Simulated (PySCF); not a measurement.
Species: CH6Cl2GaN.
Structure used (PBE0-D3(BJ)/def2-SVP), in Å, numbered top down from 1:
```xyz
11
CH6Cl2GaN angstrom
N     -1.5633   -0.3642   -0.1308
Ga     0.0255    1.0437   -0.1005
C      1.5199   -0.3238    0.0062
Cl     2.9736    0.4810    0.6570
Cl     1.0524   -1.7294    1.0516
H     -1.8432   -0.6714   -1.0616
H     -1.1923   -1.1753    0.3775
H     -2.3941   -0.0324    0.3579
H     -0.2555    1.7614    1.2682
H     -0.1151    1.7601   -1.4967
H      1.8300   -0.7779   -0.9434
```

Level of theory: PBE0-D3(BJ)/def2-SVP geometry optimisation, gas phase in PySCF 2.14.0.

Problem. Which atoms are bound to Ga2, and at what distances?

Solution. 4 atoms: H9 1.571 Å, H10 1.576 Å, C3 2.028 Å, N1 2.123 Å. The nearest atom not counted as bound is H7, at 2.58 Å.

Problem. List the angles at Ga2.

Solution. 
```
     angle  degrees  distance of the outer atoms (Å)
H9–Ga2–H10    123.3                             2.77
C3–Ga2–H10    114.8                             3.05
 C3–Ga2–H9    113.2                             3.02
N1–Ga2–H10    102.8                             2.91
 N1–Ga2–H9    100.5                             2.86
 N1–Ga2–C3     96.0                             3.09
```

Problem. Describe the arrangement about Ga2 in numbers.

Solution. Angles from 96.0° to 123.3°; τ4 = (360° − α − β)/141° = 0.87 with α and β the two widest (0 for a square, 1 for a tetrahedron).

Problem. What are the other bond lengths?

Solution. C3–Cl4 1.784 Å; C3–Cl5 1.813 Å; N1–H6, N1–H7, N1–H8 1.022 Å; C3–H11 1.097 Å.

Problem. Give some angles away from the centre.

Solution. Ga2–C3–Cl4 108.4°, Ga2–C3–Cl5 111.3°, Cl4–C3–Cl5 110.5°.

Problem. What are the rotational constants (commonest isotopes, rigid rotor)?

Solution. A = 2343, B = 1414, C = 920.0 MHz: an asymmetric top.

Point group: C1 (no symmetry element, even within 0.4 Å). Charge 0, singlet. Whether it is a minimum is left open (no frequencies).

The run took 2.2 min on one thread, Arm Neoverse V1 (aarch64), no GPU (shared host), and the process peaked at 0.53 GiB of memory. These figures are those of the optimisation.

One conformer stands for the species.
